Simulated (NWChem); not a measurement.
## Correlation energy of F3Si

```xyz
4

F      0.7584    -0.2013     1.3144
Si     0.0008     0.3851     0.0000
F      0.7584    -0.2013    -1.3144
F     -1.5181    -0.1964     0.0000
```
Charge 0, spin multiplicity 2.

Program: NWChem. The geometry was optimised at UPBE/def2-SVP, a minimum by its harmonic frequencies.

Basis set: 3-21G. Each correlation energy counts from its own Hartree-Fock reference.

The correlated methods keep 8 core orbitals frozen. The structure started from a generated list of species. The unpaired electrons of the parent sit in orbitals of symmetry a' (Cs labels of the run); other states weren't searched. The stability of the SCF solutions was not checked. Open-shell Hartree-Fock references start from PBE0 orbitals. Coupled-cluster values serve here as a point of comparison, not as the truth.

**Question.** Order these methods by the correlation energy they give, lowest first: UMP2, SCS-UMP2, CCSD[T] on UHF, CCSD(T) on UHF, CCSD on ROHF, CCSD[T] on ROHF.

**Answer.** CCSD[T] on ROHF (-401.6 mHa), CCSD[T] on UHF (-400.2 mHa), CCSD(T) on UHF (-398.9 mHa), CCSD on ROHF (-394.1 mHa), UMP2 (-392.5 mHa), SCS-UMP2 (-378.6 mHa)
